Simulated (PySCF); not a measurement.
**Diatomics of O with group 11**

PBE0 with triple-zeta basis sets in PySCF, for the lowest determinant that a PBE0 search found; no spin–orbit coupling. De refers to high-spin ground-configuration atoms. A positive dipole means M(−)O(+).

```tsv
M	basis	state (unpaired electrons)	Re (Å)	ωe (cm⁻¹)	De (eV)	μ (D)
Cu	def2-TZVPP	doublet (π ↑)	1.756	599	2.61	-4.72
Ag	x2c-TZVPPall	doublet (π ↑)	2.000	491	1.91	-4.93
Au	def2-TZVPP	doublet (π ↑)	1.884	581	2.02	-3.43
```

The shortest bond is that of CuO (1.756 Å), the longest that of AgO (2.000 Å).

The rows differ in basis set, which adds steps of its own.

Down a group the atoms grow and get heavier, so bonds lengthen and wavenumbers fall; the exceptions here are the shorter bond at Au and the higher wavenumber at Au. Relativity and the filled 4f shell contract the atoms of the sixth period.

Spin–orbit coupling is left out, which matters for elements this heavy, above all for dissociation energies. With d or f electrons several states lie close, and the lowest PBE0 determinant need not be the measured ground state.
